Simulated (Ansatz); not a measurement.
`[SeH][SnH3]` + CH₃SH → `C[S][SnH3]` + H₂Se at 298.15 K and 1 bar (ligand exchange at the Sn–Se bond).

Calculated with Ansatz (gas phase, PBE0-D4/def2-TZVP geometries, no zero-point term in ΔE). CCSD(T)/CBS is the MP2 limit (def2-TZVPP, def2-QZVPP) plus CCSD(T) − MP2 in def2-TZVPP, frozen cores. This one scheme is used for every species. def2 core potentials past Kr. For Se, Sn outer-core shells are correlated without core-valence functions, which leaves a few kJ/mol of doubt a bond. Scalar relativity is left out up to krypton.

```
      species  CCSD(T)/CBS energy (Eh)  H − E (kJ/mol)  S (J/(mol·K))
`[SeH][SnH3]`              -2617.13827            89.3          315.0
        CH₃SH               -438.22835           133.0          253.2
 `C[S][SnH3]`               -653.46026           174.1          339.7
         H₂Se              -2401.89790            45.8          219.1
```

H − E and S are ideal-gas, rigid-rotor, harmonic terms from PBE0-D4/def2-TZVP. 1 Eh = 2625.50 kJ/mol, R = 8.31446 J/(mol·K).

**Question.** By hand: ΔE, ΔH, ΔS and ΔG.

**Answer.** ΔE = (-653.46026) + (-2401.89790) − (-2617.13827) − (-438.22835) = 0.00846 Eh = 22.2 kJ/mol. Δ(H − E) = 174.1 + 45.8 − 89.3 − 133.0 = -2.4, so ΔH = 19.8 kJ/mol. ΔS = 339.7 + 219.1 − 315.0 − 253.2 = -9.4 J/(mol·K). ΔG = 19.8 − 298.15 × (-9.4)/1000 = 22.6 kJ/mol.

**Question.** By hand: the equilibrium constant, and the temperature at which ΔG would vanish if ΔH and ΔS stayed fixed.

**Answer.** log₁₀ K = −ΔG/(RT ln 10) = -4.0. ΔH and −TΔS have one sign here, so there is no such temperature.

The number of gas molecules stays the same, so ΔS is small and ΔH decides. A doubt of 5 kJ/mol in ΔE shifts log₁₀ K by 0.9 here. These are equilibria of isolated gas molecules and say nothing of rates. Largest T1 diagnostic: 0.012 (customary marks: 0.02 for closed shells, 0.045 for open ones).
